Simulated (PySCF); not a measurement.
How methods differ on the excitation energy of Os+

Os+ [Xe] 4f14 5d6 6s1 (6D) → Os+ [Xe] 4f14 5d7 (4F), as a difference of total energies. All numbers are calculated (PySCF 2.14, scalar relativity by spin-free X2C-1e, in x2c-TZVPPall with one added diffuse shell each of s, p, d, f type (12s8p8d4f1g, 113 functions)). The calculations carry no spin-orbit coupling.

```csv
method,excitation energy (eV)
UHF,1.777
M06,0.499
wB97M-V,0.823
PW91,1.275
```
